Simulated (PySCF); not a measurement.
SMILES c1ccc2cccc-2cc1 (C₁₀H₈) at its GFN2-xTB optimised geometry (Å):

```
18

C     -0.1846     2.1004    -0.0003
C      1.1850     2.3465    -0.0004
C      1.8753     1.1381    -0.0004
C      0.9520     0.0906    -0.0002
C      1.2536    -1.2580    -0.0001
C      0.3842    -2.3392     0.0000
C     -1.0038    -2.3392     0.0000
C     -1.8946    -1.2747     0.0000
C     -1.6233     0.0860    -0.0001
C     -0.3955     0.7200    -0.0002
H     -0.9592     2.8455    -0.0003
H      1.6406     3.3216    -0.0005
H      2.9438     1.0225    -0.0004
H      2.3120    -1.4968    -0.0001
H      0.8505    -3.3171     0.0000
H     -1.4627    -3.3216     0.0002
H     -2.9438    -1.5446     0.0000
H     -2.4857     0.7444    -0.0001
```

Computed with PBE0/def2-SVP run with PySCF. Cells within 0.4 Å of a nucleus heavier than hydrogen are left out (blank, or x).

Map of the Laplacian of the electron density (e/bohr⁵), clipped to [-1.50, 1.50] on the plane z = 0.0 Å:

```
|666666666666666666666666666|
|666666666666666666666666666|
|666666666666666666666666666|
|666666666666666666666666666|
|666666666666666666666666666|
|666666666666666650666666666|
|666666666650666632666666666|
|666666666661265xx5666666666|
|666666666666xx37x4666666666|
|666666666666367742666666666|
|66666666666625776xx34666666|
|666666604665x9675xx30666666|
|666666631x21x23x15766666666|
|666666665xx6764xx7666666666|
|666666676167667336666666666|
|666666665266666466666666666|
|66666643xx666669x3256666666|
|666666045246675265356666666|
|6666666676xx34x366666666666|
|6666666666xx35x566666666666|
|666666666516774266666666666|
|666666666426665066666666666|
|666666666666666666666666666|
|666666666666666666666666666|
|666666666666666666666666666|
|666666666666666666666666666|
|666666666666666666666666666|
```
Scale: ten equal steps from -1.50 (start of '0') to 0.925 (end of '9'), in the order '0123456789'; x runs from -5.50 to 5.50, y from -5.50 (bottom) to 5.50 (top).
